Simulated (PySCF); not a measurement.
Match the calculated data to a structure.

- Triplet: lowest triplet excitation (Tamm–Dancoff): 6.88 eV [TDA B3LYP/def2-SVPD]
- Dipole: 0.30 D [B3LYP/def2-SVPD]
- UV, strongest line: among the 8 lowest singlet transitions: S4 at 7.62 eV (163 nm, f = 0.037) [TDDFT B3LYP/def2-SVPD]
- Rotational structure: rotational constants A, B, C: 5.330, 2.180, 1.853 GHz [GFN2-xTB]
- UV, first state: lowest singlet excitation: 6.99 eV (177 nm, f = 0.002) [TDDFT B3LYP/def2-SVPD]
- Polarisability: 77.4 au [B3LYP/def2-SVPD]

The electronic properties come from PySCF, for the isolated species, density fitting. Levels stand in brackets. Isolated species at its GFN2-xTB geometry (one conformer only).

Question: Which candidate is it?
A. `C[C@@H]1C[C@@H]2C[C@@H]2C1`
B. `C=C/C=C/CCC`
C. `CC#CC(C)(C)C`

Answer: A. It is `C[C@@H]1C[C@@H]2C[C@@H]2C1`. Numbering: `[CH3:1][C@@H:2]1[CH2:3][C@@H:4]2[CH2:5][C@@H:6]2[CH2:7]1`. Its formula, C7H12, gives 2 degrees of unsaturation: 2 rings and 0 π bonds in the structure found. The optimised geometry has point group Cs and is an asymmetric top.

The others, at the same levels:
- `CC#CC(C)(C)C` fails: its computed lowest singlet excitation is 6.37 eV (195 nm, f = 0.033 summed over 2 states within 0.01 eV) (against 6.99 eV), lowest triplet excitation (Tamm–Dancoff) is 5.61 eV (against 6.88 eV) and static isotropic polarisability is 86.0 au (against 77.4 au).
- `C=C/C=C/CCC` fails: its computed lowest singlet excitation is 5.60 eV (221 nm, f = 0.815) (against 6.99 eV), lowest triplet excitation (Tamm–Dancoff) is 3.23 eV (against 6.88 eV) and static isotropic polarisability is 94.0 au (against 77.4 au).

Each candidate is one conformer, not necessarily the lowest. Dipoles, sizes and rotational constants follow the conformer. The torsions of the flexible species, by atom-mapped SMILES:
- `[CH2:1]=[CH:2]/[CH:3]=[CH:4]/[CH2:5][CH2:6][CH3:7]`: C1–C2–C3–C4 180°, C3–C4–C5–C6 121°, C4–C5–C6–C7 -65°

The conformers of `C[C@@H]1C[C@@H]2C[C@@H]2C1` aren't listed.
